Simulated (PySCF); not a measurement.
Compound: Ge(vinyl)2H2, C₄H₈Ge.
SMILES: `[H][Ge]([H])([CH]=C)[CH]=C`

Level of theory: TDDFT CAM-B3LYP/def2-SVPD, vertical, gas phase, core orbitals frozen in the response in PySCF 2.14.0, density-fitted response routines. Geometry: PBE0-D3(BJ)/def2-SVP, one conformer, isolated molecule. The CAM-B3LYP/def2-SVPD calculation is non-relativistic and has no spin–orbit coupling, an omission that weighs most on germanium.

Computed states:

```csv
state,E (eV),f
S1,6.44,0.059
S2,6.66,0.0027
S3,7.16,0.809
S4,7.33,0.019
S5,7.48,0.020
S6,7.53,0.026
S7,7.78,0.064
S8,7.89,0.0007
S9,8.07,0.0085
S10,8.10,0.0028
S11,8.21,0.016
S12,8.28,0.0041
S13,8.34,0.0072
S14,8.38,0.0068
S15,8.51,0.039
```

Each state is given a Gaussian of 0.25 eV full width at half maximum, with ε(max) = 2.175×10⁸ f / Δν̃ (Δν̃ the width in cm⁻¹). The cross-section is σ = 3.8235×10⁻²¹ ε cm², given in Mb (10⁻¹⁸ cm²). The width is an assumption, not a result. The curve ends short of the highest state used, and states not computed would add to its high-energy end.

Task: What does the envelope look like, and where are its maxima?

Result: 
(E (eV), σ (Mb)): (6.07, 0.05), (6.11, 0.19), (6.15, 0.57), (6.19, 1.49), (6.24, 4.07), (6.28, 7.72), (6.32, 12.72), (6.37, 19.45), (6.41, 23.32), (6.45, 24.30), (6.49, 22.07), (6.54, 16.24), (6.58, 11.09), (6.62, 6.86), (6.67, 3.45), (6.71, 1.98), (6.75, 1.27), (6.79, 1.29), (6.84, 3.45), (6.88, 9.47), (6.92, 23.89), (6.97, 62.97), (7.01, 116.74), (7.05, 187.86), (7.09, 262.45), (7.14, 326.92), (7.18, 332.91), (7.22, 295.27), (7.27, 210.71), (7.31, 140.35), (7.35, 85.43), (7.40, 45.16), (7.44, 30.73), (7.48, 24.92), (7.52, 22.54), (7.57, 20.83), (7.61, 20.35), (7.65, 21.38), (7.70, 24.63), (7.74, 27.15), (7.78, 27.68), (7.82, 25.29), (7.87, 19.22), (7.91, 13.93)

Maxima: 192 nm (6.44 eV), ε about 6400, made up of S1 (99%); 173 nm (7.17 eV), ε about 88000, made up of S3 (99%); 160 nm (7.77 eV), ε about 7300, made up of S7 (95%) (ε in L mol⁻¹ cm⁻¹; maxima over ε = 5, shares over 10%).

Task: Coming from long wavelengths, where does ε first pass 100 L mol⁻¹ cm⁻¹?

Result: At about 202 nm (6.14 eV), 0.30 eV below S1.

Task: What would ε be at 7.17 eV, the highest of these maxima, with half the width (0.125 eV)?

Result: About 173000 L mol⁻¹ cm⁻¹ against 87900, a factor of about 1.97; a lone state at its own centre would give exactly 2.

Task: On this curve, what absorbance would a 10⁻⁵ mol/L sample give at 193 nm over a 1 cm path?

Result: 193 nm is 6.424 eV, where ε is about 6300 L mol⁻¹ cm⁻¹, so A = ε c l ≈ 0.063 (Beer–Lambert, with the gas-phase spectrum and the assumed width).
